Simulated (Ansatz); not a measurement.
Cartesian coordinates (Å):
SMILES: B
```xyz
4

B      0.0000     0.0000    -0.0004
H     -0.8371    -0.8436     0.0008
H     -0.3120     1.1467     0.0000
H      1.1491    -0.3031    -0.0004
```
Charge 0, multiplicity 1.

All values below come from frozen-core CCSD(T)/def2-TZVPP // CAM-B3LYP-D3(BJ)/def2-TZVP in Ansatz (an electronic-structure program).

```yaml
HF energy: -26.40070 Ha
MP2 correlation energy: -0.11329 Ha
```

Question: Estimate the CCSD correlation energy, the (T) correction, the total energy and the T1 diagnostic.

Answer: 
```
Property                       Result
-----------------------  ------------
CCSD correlation energy   -0.13511 Ha
(T) correction            -0.00250 Ha
CCSD(T) total energy     -26.53831 Ha
T1 diagnostic                   0.006
```
